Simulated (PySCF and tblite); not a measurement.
Values are calculated unless marked as measured or tabulated.
2 diastereomers of C6H8N2, numbered alike:

| isomer | SMILES | descriptors (one enantiomer) |
| --- | --- | --- |
| A | [CH3:1][C@H:2]([C:3]#[N:4])[C@H:5]([CH3:6])[C:7]#[N:8] | 2S, 5S |
| B | [CH3:1][C@@H:2]([C:3]#[N:4])[C@H:5]([CH3:6])[C:7]#[N:8] | 2R, 5S |

Each isomer is a Boltzmann average at 298.15 K over at most 7 conformers: GFN2-xTB geometries, energies PBE0/pcSseg-1 (D3(BJ) added where defined), GFN2-xTB thermal terms. Programs: PySCF with density fitting and tblite.

Problem. Rank the isomers by free energy at 298.15 K.

Solution. 
```json
{"isomer": "B", "ΔG (kcal/mol)": "0.0", "ΔE, lowest conformer": "0.0", "conformers": "2", "largest weight %": "87", "rms dipole (D)": "2.12"}
{"isomer": "A", "ΔG (kcal/mol)": "0.6", "ΔE, lowest conformer": "0.2", "conformers": "3", "largest weight %": "66", "rms dipole (D)": "3.50"}
```

ΔG is for one enantiomer.

Problem. If they could interconvert freely, what would the mixture hold (chiral isomers as racemates)?

Solution. B 58 %, A 42 %. A racemate gains RT ln 2.
